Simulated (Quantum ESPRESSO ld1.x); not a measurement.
Q: Successive ionisation energies (eV) of one element, from differences of total energies of ions in their ground configurations, starting at charge 2: 34.888, 47.306, 72.702, 88.670, 281.39. Calculated with ld1.x of Quantum ESPRESSO 7.5: scalar-relativistic Kohn-Sham, LDA (Slater exchange, Perdew-Zunger correlation), spin-polarised, spherical densities, point nucleus; open shells are filled with parallel spins first. Which element is it?

A: Sulfur (Z = 16). The first species listed is S2+ in [Ne] 3s2 3p2, the last S6+ in [Ne].
